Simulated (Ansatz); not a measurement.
Ansatz (a first-principles code) input (CCSD(T)/def2-SVPD):

Ansatz 0.2 input:
```yaml
crystal:
  periodic: [false, false, false]
  atoms:
    - {symbol: Cr, position_ang: [-0.00000000, 0.00000000, -0.00000000]}
    - {symbol: O, position_ang: [-1.11336117, -1.17073606, -0.14895301]}
    - {symbol: O, position_ang: [-0.05768559, 1.30204394, -0.96630065]}
    - {symbol: O, position_ang: [1.17104676, -0.13130788, 1.11525367]}
basis:
  gaussian:
    orbitals: def2-SVPD
total_charge: -1
magnetization: {spin_polarized: true, initial_magnetization: 1}
correlation: {method: ccsd_t, electrons: outside_noble_gas}
```

Output:

```
Functional definition: HF
integrals: 0.24 GiB planned
1043 factors; integrals over basis functions are off by at most 1.7e-3 eV
mean field: 0.54 GiB planned
mean field evaluation 1: about -34458.9532 eV, gradient 8.0e1 eV
mean field evaluation 2: about -34459.1293 eV, gradient 8.0e1 eV
mean field evaluation 4: about -34487.2434 eV, gradient 9.3e0 eV
mean field evaluation 8: about -34488.3724 eV, gradient 1.2e0 eV
mean field evaluation 16: about -34490.6541 eV, gradient 4.4e-1 eV
mean field evaluation 32: about -34368.3390 eV, gradient 1.0e2 eV
mean field evaluation 64: about -34401.8969 eV, gradient 7.9e1 eV
mean field evaluation 96: about -34433.1236 eV, gradient 7.0e1 eV
mean field evaluation 128: about -34487.6116 eV, gradient 5.9e-3 eV
mean field evaluation 160: about -34442.6618 eV, gradient 1.0e2 eV
mean field evaluation 192: about -34490.6296 eV, gradient 6.1e-2 eV
mean field evaluation 224: about -34487.5275 eV, gradient 1.7e0 eV
mean field evaluation 256: about -34490.6301 eV, gradient 4.3e-3 eV
mean field evaluation 288: about -34487.9526 eV, gradient 2.0e0 eV
mean field evaluation 320: about -34488.4955 eV, gradient 1.5e0 eV
mean field evaluation 352: about -34490.6233 eV, gradient 7.4e-1 eV
mean field evaluation 384: about -34490.6513 eV, gradient 2.6e-1 eV
mean field evaluation 416: about -34490.6301 eV, gradient 4.4e-6 eV
mean field evaluation 448: about -34490.6207 eV, gradient 7.0e-1 eV
mean field evaluation 480: about -34476.4708 eV, gradient 2.8e1 eV
mean field evaluation 512: about -34481.2057 eV, gradient 2.1e1 eV
mean field evaluation 544: about -34490.6301 eV, gradient 7.7e-3 eV
mean field evaluation 576: about -34485.6474 eV, gradient 2.0e1 eV
mean field evaluation 608: about -34489.3429 eV, gradient 2.3e-1 eV
mean field evaluation 640: about -34489.3429 eV, gradient 2.3e-1 eV
mean field evaluation 672: about -34488.9003 eV, gradient 7.2e-1 eV
mean field evaluation 704: about -34487.7395 eV, gradient 1.3e-2 eV
mean field evaluation 736: about -34486.9353 eV, gradient 1.3e1 eV
mean field evaluation 768: about -34488.9954 eV, gradient 3.3e0 eV
mean field evaluation 800: about -34489.0303 eV, gradient 3.1e0 eV
mean field evaluation 832: about -34490.2991 eV, gradient 1.5e-2 eV
mean field evaluation 864: about -34488.3358 eV, gradient 1.9e0 eV
mean field evaluation 896: about -34489.3114 eV, gradient 8.4e-1 eV
mean field evaluation 928: about -34489.1062 eV, gradient 1.6e0 eV
mean field evaluation 960: about -34487.1954 eV, gradient 5.6e0 eV
mean field evaluation 992: about -34486.8804 eV, gradient 2.0e0 eV
mean field evaluation 1024: about -34487.0719 eV, gradient 7.4e-1 eV
mean field evaluation 1056: about -34487.4417 eV, gradient 4.2e-1 eV
mean field evaluation 1088: about -34476.6609 eV, gradient 4.9e1 eV
mean field evaluation 1120: about -34488.5995 eV, gradient 2.9e0 eV
mean field evaluation 1152: about -34488.7340 eV, gradient 2.3e-1 eV
mean field evaluation 1184: about -34487.8405 eV, gradient 4.4e-1 eV
mean field evaluation 1216: about -34481.5606 eV, gradient 9.0e-2 eV
mean field evaluation 1248: about -34485.2846 eV, gradient 7.2e-2 eV
mean field evaluation 1280: about -34485.4432 eV, gradient 4.0e-3 eV
mean field evaluation 1312: about -34485.7208 eV, gradient 1.5e-2 eV
mean field evaluation 1344: about -34482.1690 eV, gradient 6.7e0 eV
mean field evaluation 1376: about -34487.2591 eV, gradient 7.8e-1 eV
mean field evaluation 1408: about -34481.9509 eV, gradient 1.9e1 eV
mean field evaluation 1440: about -34483.3266 eV, gradient 1.7e1 eV
mean field evaluation 1472: about -34489.0317 eV, gradient 1.1e0 eV
mean field -34490.65790628 eV, -1267.5082994483 hartree, gradient 2.9e-6 eV, S^2 2.555687; 31 other end points of the search recorded, 0 dependent functions left out
determinant -34490.65790628 eV, -1267.5082994483 hartree, with singles and doubles -34512.82267221 eV, -1268.3228395725 hartree
determinant -34490.63014921 eV, -1267.5072793947 hartree, with singles and doubles -34512.73412027 eV, -1268.3195853487 hartree
determinant -34490.62520126 eV, -1267.5070975608 hartree, with singles and doubles -34512.77313905 eV, -1268.3210192621 hartree
determinant -34490.29906321 eV, -1267.4951122087 hartree, with singles and doubles -34510.73942924 eV, -1268.2462818054 hartree
determinant -34489.36908373 eV, -1267.4609360932 hartree, with singles and doubles -34512.71820975 eV, -1268.3190006475 hartree
determinant -34489.11221218 eV, -1267.4514962379 hartree, with singles and doubles -34509.83160003 eV, -1268.2129196973 hartree
determinant -34488.91972014 eV, -1267.4444222856 hartree, with singles and doubles -34507.77690355 eV, -1268.1374109942 hartree
determinant -34488.80935185 eV, -1267.4403663257 hartree, with singles and doubles -34509.84193674 eV, -1268.2132995644 hartree
determinant -34488.74047121 eV, -1267.4378350092 hartree, with singles and doubles -34507.70171244 eV, -1268.1346477720 hartree
determinant -34488.46971038 eV, -1267.4278847322 hartree, with singles and doubles -34509.59167360 eV, -1268.2041025633 hartree
determinant -34487.88954948 eV, -1267.4065642122 hartree, with singles and doubles -34507.14022191 eV, -1268.1140133754 hartree
determinant -34487.86845297 eV, -1267.4057889298 hartree, with singles and doubles -34509.18500706 eV, -1268.1891578436 hartree
determinant -34487.83464845 eV, -1267.4045466368 hartree, with singles and doubles -34509.18721347 eV, -1268.1892389277 hartree
determinant -34487.73948634 eV, -1267.4010494937 hartree, with singles and doubles -34508.71973538 eV, -1268.1720594248 hartree
determinant -34487.61163293 eV, -1267.3963509673 hartree, with singles and doubles -34509.00935576 eV, -1268.1827027777 hartree
determinant -34487.46950673 eV, -1267.3911279259 hartree, with singles and doubles -34508.59670831 eV, -1268.1675382636 hartree
determinant -34487.46427171 eV, -1267.3909355424 hartree, with singles and doubles -34506.86560842 eV, -1268.1039215159 hartree
determinant -34487.31021749 eV, -1267.3852741544 hartree, with singles and doubles -34506.68213511 eV, -1268.0971789963 hartree
determinant -34490.65790628 eV, -1267.5082994483 hartree, with singles and doubles -34513.12227373 eV, -1268.3338497250 hartree
determinant -34490.63014921 eV, -1267.5072793947 hartree, with singles and doubles -34513.11986721 eV, -1268.3337612872 hartree
determinant -34490.62520126 eV, -1267.5070975608 hartree, with singles and doubles -34513.11814930 eV, -1268.3336981551 hartree
determinant -34489.36908373 eV, -1267.4609360932 hartree, with singles and doubles -34513.10636739 eV, -1268.3332651780 hartree
determinant -34488.30733215 eV, -1267.4219174420 hartree, with singles and doubles -34512.71638322 eV, -1268.3189335240 hartree
12 core orbitals not correlated
reference -34490.65790628 eV, -1267.5082994483 hartree; 13, 12 occupied and 78, 79 virtual orbitals, 1043 factors
second order -19.99780248 eV of doubles, -0.00000000 eV of singles
coupled cluster: 0.64 GiB planned
cycle   1  -22.46435840 eV  change    9.0e-6 eV  update   3.6e-6
coupled cluster: 0.64 GiB planned
perturbative correction -1.70286028 eV, -0.0625789609 hartree
WARN: the results are in doubt because among natural orbitals full CI differs from the method by -0.222 eV
Total energy: -34514.82512496 eV, -1268.3964283534 hartree
In doubt: among natural orbitals full CI differs from the method by -0.222 eV
```

The spin state was set by rule; other spins were not relaxed.

The program attaches cautions to this result: large difference.

The determinant is spin-contaminated: <S^2> is 2.56 against 0.75 for a pure state.
